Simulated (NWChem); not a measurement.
Species: C3H2F3, doublet; SMILES FC([C]=C)(F)F

```xyz
8

C     -0.0700     2.2096     0.0000
C     -0.5711     0.9993     0.0000
C     -0.0387    -0.3811     0.0000
F     -0.4416    -1.0560    -1.0762
F     -0.4416    -1.0560     1.0762
F      1.3019    -0.3810     0.0000
H     -0.7075     3.1006     0.0000
H      1.0187     2.3698     0.0000
```
Atoms are numbered in this order, from 1.

All runs: NWChem. Pople sets run with spherical d functions. Spin-unrestricted. All runs use the structure optimised with PBE0/def2-SVP, spin-unrestricted. No stability test was run on the SCF state. Total energies compare along this basis series because the functional is fixed.

```json
[
 {"level": "PBE0/3-21G", "basis functions": "58", "energy (Ha)": "-412.2671", "highest occupied level (eV)": "-7.78", "lowest empty minus highest occupied level, either spin (eV)": "5.20", "dipole (D)": "2.24", "<S²>": "0.767"},
 {"level": "PBE0/6-31G*", "basis functions": "88", "energy (Ha)": "-414.5222", "highest occupied level (eV)": "-7.69", "lowest empty minus highest occupied level, either spin (eV)": "5.24", "dipole (D)": "2.01", "<S²>": "0.766"},
 {"level": "PBE0/6-31+G*", "basis functions": "112", "energy (Ha)": "-414.5468", "highest occupied level (eV)": "-8.06", "lowest empty minus highest occupied level, either spin (eV)": "5.11", "dipole (D)": "2.37", "<S²>": "0.766"},
 {"level": "PBE0/6-311G**", "basis functions": "120", "energy (Ha)": "-414.6436", "highest occupied level (eV)": "-7.94", "lowest empty minus highest occupied level, either spin (eV)": "5.15", "dipole (D)": "2.21", "<S²>": "0.766"},
 {"level": "PBE0/6-311++G**", "basis functions": "146", "energy (Ha)": "-414.6546", "highest occupied level (eV)": "-8.11", "lowest empty minus highest occupied level, either spin (eV)": "5.09", "dipole (D)": "2.43", "<S²>": "0.766"}
]
```
